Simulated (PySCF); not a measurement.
## Working out the ionisation energy of Hg

Hg [Xe] 4f14 5d10 6s2 (1S) → Hg⁺ [Xe] 4f14 5d10 6s1 (2S). Computed with PySCF 2.14 in cc-pVDZ-PP with ECP60MDF (4s4p3d1f, 38 functions), with scalar relativity through the core potential. Frozen: 5s2 5p6. Energies in hartree (1 hartree = 27.21139 eV):

| part | Hg (lower) | Hg⁺ (upper) |
| --- | --- | --- |
| UHF | -152.539893 | -152.224713 |
| CCSD correlation | -0.326351 | -0.275998 |
| (T) | -0.005971 | -0.003018 |

Q: What does Hartree-Fock give?

A: (-152.224713) − (-152.539893) = 0.315180 hartree = 8.576 eV.

Q: What do CCSD and CCSD(T) give?

A: The CCSD correlation energies differ by 0.050353 hartree = 1.370 eV and the triples by 0.002953 hartree = 0.080 eV, so CCSD gives 9.946 eV and CCSD(T) 10.026 eV.

Measured between the centres of the two terms (NIST): 10.438 eV, so CCSD(T) (valence) is off by -0.412 eV.

A double-zeta basis recovers only part of the correlation energy.

What remains against the reference includes basis incompleteness, the frozen core and higher excitations.
